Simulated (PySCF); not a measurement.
# Bonding in `CCCB(C)P`

Species: C4H12BP.
SMILES with atom numbers: `[CH3:1][CH2:2][CH2:3][B:4]([CH3:5])[PH2:6]` (hydrogens: H7, H8, H9 on C1; H10, H11 on C2; H12, H13 on C3; H14, H15, H16 on C5; H17, H18 on P6)

Geometry (PBE0-D3(BJ)/def2-SVP, Å), atoms numbered from 1 in this order:
```xyz
18
C4H12BP angstrom
C     -2.7502    0.6036    0.0528
C     -1.4281   -0.1377    0.1766
C     -0.2073    0.7669    0.0274
B      1.2203    0.0982    0.0361
C      1.4214   -1.4312   -0.2594
P      2.7240    1.1620    0.5310
H     -2.8392    1.3904    0.8196
H     -3.6113   -0.0724    0.1686
H     -2.8411    1.0943   -0.9302
H     -1.3865   -0.9424   -0.5772
H     -1.3855   -0.6486    1.1546
H     -0.2521    1.2854   -0.9548
H     -0.2528    1.5969    0.7567
H      1.0678   -1.6323   -1.2876
H      0.7734   -2.0414    0.3933
H      2.4532   -1.8014   -0.1786
H      3.6825    0.7368   -0.4303
H      2.3937    2.4134   -0.0605
```

Bond orders from the PBE0/pcSseg-1 density (PySCF). Isolated species at its PBE0-D3(BJ)/def2-SVP geometry (one conformer only).

**Question.** Where do the orders between heavy atoms depart from those drawn in the SMILES?

**Answer.** The largest departure is 0.147, at B4–P6 (drawn single, 1.147). Drawn single, order above 1.12: B4–P6 (1.147).

**Question.** Give the Mayer order of every bond, beside its length.

**Answer.** 
```csv
bond,drawn as,length (Å),Mayer order
C1–C2,single,1.521,1.065
C2–C3,single,1.527,1.039
C3–B4,single,1.576,0.992
B4–C5,single,1.571,1.060
B4–P6,single,1.907,1.147
C1–H7,single,1.102,0.967
C1–H8,single,1.101,0.968
C1–H9,single,1.102,0.967
C2–H10,single,1.103,0.949
C2–H11,single,1.104,0.953
C3–H12,single,1.112,0.913
C3–H13,single,1.106,0.941
C5–H14,single,1.106,0.933
C5–H15,single,1.104,0.944
C5–H16,single,1.099,0.959
P6–H17,single,1.423,0.932
P6–H18,single,1.423,0.938
```

Bonds between the same two heavy elements. C–C: lowest C2–C3 (1.039, 1.527 Å), highest C1–C2 (1.065, 1.521 Å). B–C: lowest C3–B4 (0.992, 1.576 Å), highest B4–C5 (1.060, 1.571 Å).

**Question.** Sum the orders of all bonds at each heavy atom with more than one neighbour and set the sums beside the valence in the SMILES.

**Answer.** C1 3.967 (drawn 4), C2 4.006 (drawn 4), C3 3.885 (drawn 4), B4 3.199 (drawn 3), C5 3.896 (drawn 4), P6 3.017 (drawn 3). Orders between atoms that aren't bonded are not in these sums.

The Mayer order sums products of elements of PS (density times overlap matrix) between the two atoms' basis functions, so it depends on the basis set.
